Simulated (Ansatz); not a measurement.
The same path of C₃H₉AlSi (14 atoms, charge 0, multiplicity 1) was run twice with different band settings. The coordinate that changes most is the dihedral Al3–Si4–C5–H14.

Method: RKS PBE0-D4/STO-3G (Ansatz).

Relaxed end points:

```xyz
14
Properties=species:S:1:pos:R:3
C -2.038 0.347 0.438
C -0.590 0.711 0.075
Al 0.717 1.447 1.247
Si 0.848 -0.548 0.344
C 1.716 -1.106 -1.226
H -2.694 1.232 0.455
H -2.105 -0.122 1.430
H -2.479 -0.363 -0.279
H -0.561 1.142 -0.935
H 1.077 2.631 2.096
H 0.395 -1.720 1.069
H 1.081 -1.776 -1.816
H 2.643 -1.646 -1.003
H 1.978 -0.257 -1.866
```

```xyz
14
Properties=species:S:1:pos:R:3
C -2.014 -0.080 0.633
C -0.738 0.556 0.061
Al 0.443 1.726 0.987
Si 0.981 -0.288 0.301
C 1.823 -0.828 -1.289
H -2.865 0.621 0.625
H -1.877 -0.407 1.674
H -2.329 -0.968 0.062
H -0.906 0.837 -0.988
H 0.571 3.063 1.658
H 0.890 -1.429 1.191
H 1.824 -0.028 -2.037
H 1.317 -1.691 -1.734
H 2.866 -1.113 -1.115
```

Common settings: movable images 7; climbing image yes; spring 5.0 eV/Å²; optimiser quadratic models (default); start path IDPP; force threshold 0.03 eV/Å; end points relaxed.

| run | iteration limit |
| --- | --- |
| 1 | 60 |
| 2 | 10 |

**Question.** What does each run give, and how far can it be trusted?

**Answer.** Run 1: converged after 4 iterations, highest image 0.033 eV above the first end. A vibrational analysis at the climbing image gives one clearly imaginary mode, 114i cm⁻¹: a first-order saddle point.
Run 2: converged after 4 iterations, highest image 0.033 eV above the first end. Another band between the same ends (7 images) ends at a top of the same energy, where a vibrational analysis finds 1 clearly imaginary mode.
Limits of this set-up: minimal basis.
